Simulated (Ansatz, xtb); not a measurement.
# Ligand exchange: InH2F + H3NO → InH2(NH2) + HOF

Gas-phase species: InH2F `[F][InH2]`, singlet; H3NO (hydroxylamine) `NO`, singlet; InH2(NH2), singlet; HOF (hypofluorous acid) `OF`, singlet. The partners trade F for NH2: In–F and O–NH2 bonds give way to In–NH2 and O–F.

Shapes, held fixed at every level: PBE0-D4/def2-TZVP. Flexible molecules stand in one conformer, not always the lowest. Programs: Ansatz 0.2.0, xtb 6.7.1. The zero-point and thermal change to 298 K, harmonic and unscaled (PBE0-D4/def2-TZVP), is -7.3 kJ/mol.

```json
{"level": "GFN2-xTB", "kind": "semi-empirical", "ΔH(298 K) (kJ/mol)": "+270.9", "less CCSD(T)/def2-TZVPP": "+41.9"}
{"level": "r2SCAN-D4/def2-TZVPP", "kind": "meta-GGA", "ΔH(298 K) (kJ/mol)": "+232.7", "less CCSD(T)/def2-TZVPP": "+3.7"}
{"level": "B3LYP-D4/def2-TZVPP", "kind": "global hybrid", "ΔH(298 K) (kJ/mol)": "+234.1", "less CCSD(T)/def2-TZVPP": "+5.1"}
{"level": "BHLYP-D4/def2-TZVPP", "kind": "global hybrid", "ΔH(298 K) (kJ/mol)": "+247.3", "less CCSD(T)/def2-TZVPP": "+18.3"}
{"level": "wB97X-V/def2-TZVPP", "kind": "range-separated hybrid", "ΔH(298 K) (kJ/mol)": "+237.2", "less CCSD(T)/def2-TZVPP": "+8.2"}
{"level": "B2PLYP/def2-TZVPP", "kind": "double hybrid", "ΔH(298 K) (kJ/mol)": "+237.1", "less CCSD(T)/def2-TZVPP": "+8.1"}
{"level": "MP2/def2-SVP", "kind": "perturbation theory", "ΔH(298 K) (kJ/mol)": "+245.6", "less CCSD(T)/def2-TZVPP": "+16.6"}
{"level": "MP2/def2-TZVPP", "kind": "perturbation theory", "ΔH(298 K) (kJ/mol)": "+239.0", "less CCSD(T)/def2-TZVPP": "+10.0"}
{"level": "CCSD(T)/def2-TZVPP", "kind": "coupled cluster or CI", "ΔH(298 K) (kJ/mol)": "+229.0", "less CCSD(T)/def2-TZVPP": "0.0"}
```

The highest level, CCSD(T)/def2-TZVPP, gives ΔH(298 K) = +229.0 kJ/mol; the levels span +229.0 to +270.9. The column of differences is taken from that level and isn't an error. No measured value is set beside it here. For atoms past krypton def2 sets carry core potentials with scalar relativity. Outer-core shells of In are correlated, in sets that cover them unevenly. CCSD(T)/def2-TZVPP lies outside the range of the other correlated levels here, so it shouldn't be taken on trust.
